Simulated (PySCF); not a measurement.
## Two-dimensional NMR puzzle

Compound of formula C$_{2}$H$_{12}$NPSi$_{4}$. Correlations simulated from computed shifts and the bond graph:

HSQC (one-bond C–H):
```csv
δH,δC
2.42,107.7
```

HMBC (two and three bonds, from the bond graph):
```csv
δH,δC
3.57,91.5
2.42,91.5
1.50,91.5
```

Carbons without hydrogens: δ 91.5.

- coordinates at the GFN2-xTB level
- σ from GIAO-PBE0/pcSseg-1
- run in PySCF 2.14
- one computed conformer, fast rotation and ring inversion assumed for equivalent nuclei, no solvent, non-relativistic Hamiltonian

Chemical shifts δ = σref − σ; 1H and 13C vs TMS, all at this level.

Exchangeable hydrogens are left out of these lists.

Question: Assemble the structure.

Answer: `C#C[Si@]([SiH3])(P)N([SiH3])[SiH3]`.

Atoms are numbered as in `[CH:1]#[C:2][Si@:3]([SiH3:4])([PH2:5])[N:6]([SiH3:7])[SiH3:8]` (H(Xn): hydrogen on atom n).

- δC 107.7 is C1, a terminal alkyne carbon (δH 2.42).
- δC 91.5 is C2, an alkyne carbon.
- HMBC from δH 3.57 reaches the proton-free carbon C2.
- HMBC from δH 2.42 reaches the proton-free carbon C2.
- HMBC from δH 1.50 reaches the proton-free carbon C2.

This is the structure that produced the data.

Shifts are as computed. Against solution values, carbons near 30 ppm lie about +3 ppm off and those near 130 ppm about +5 ppm. Of 1211 compounds with measured shifts, 218 miss one by over three times the rms of a fit or turn the order of signals round; such compounds aren't used in these exercises.
